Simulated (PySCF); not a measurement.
These compounds are isomers of formula C7H8OSi.

A. `C=C1C(=C)C([SiH3])=C1C=O`
B. `InChI=1S/C7H8OSi/c1-3-7-5-4-6(2)8-9-7/h1,5H,2,4,9H2`
C. `C[C@@H]1[SiH2]C=C1C#CC=O`

Spectrum 1. ¹H NMR (500 MHz, computed): δ 9.88 (s, 1H), 7.19 (m, 1H), 4.92 (m, 1H), 4.57 (m, 1H), 2.54 (m, 1H), 1.43 (d, 3H). ¹³C{¹H} NMR (computed): δ 181.9 (CH), 163.2 (CH), 157.2 (C), 98.4 (C), 94.8 (C), 36.0 (CH), 18.9 (CH3).

Spectrum 2. ¹H NMR (500 MHz, computed): δ 7.55 (t, 1H), 5.26 (s, 2H), 4.61 (br s, 1H), 4.37 (br s, 1H), 3.06 (m, 2H), 2.98 (s, 1H). ¹³C{¹H} NMR (computed): δ 163.2 (CH), 159.3 (C), 125.5 (C), 97.0 (CH2), 92.1 (CH), 85.8 (C), 38.2 (CH2).

Spectrum 3. ¹H NMR (500 MHz, computed): δ 10.33 (s, 1H), 5.81 (m, 1H), 5.80 (m, 1H), 5.33 (m, 1H), 5.22 (m, 1H), 4.36 (s, 3H). ¹³C{¹H} NMR (computed): δ 191.1 (CH), 180.2 (C), 165.8 (C), 157.1 (C), 151.6 (C), 114.6 (CH2), 100.1 (CH2).

Theory: NMR shieldings at PBE0/pcSseg-1/GIAO, geometry from GFN2-xTB, in PySCF 2.14.0 with density-fitted response routines (non-relativistic Hamiltonian, equivalent nuclei averaged, a single conformation, isolated molecule).

References, each an isolated molecule treated in the same way: ¹H and ¹³C vs TMS. Where no couplings were computed, multiplicities follow the n + 1 count of equivalent neighbours, and m marks all less simple cases (inequivalent or close neighbours, rings, F or P nearby). Shifts are as computed. Against solution values, carbons near 30 ppm lie about +3 ppm off and those near 130 ppm about +5 ppm. Of 1211 compounds with measured shifts, 218 miss one by over three times the rms of a fit or turn the order of signals round; such compounds aren't used in these exercises.

**Question.** Which spectrum belongs to which compound?

**Answer.** 1–C, 2–B, 3–A.

- Spectrum 1 (C): 7 ¹³C signals; δC 181.9 is an aldehyde carbonyl carbon; δC 163.2 is an alkene CH.
- Spectrum 2 (B): 7 ¹³C signals; δC 163.2 is an alkene CH; δC 159.3 is an alkene carbon bearing oxygen.
- Spectrum 3 (A): 7 ¹³C signals; δC 191.1 is an aldehyde carbonyl carbon; δC 180.2 is a β carbon of a C=C–C=O unit.
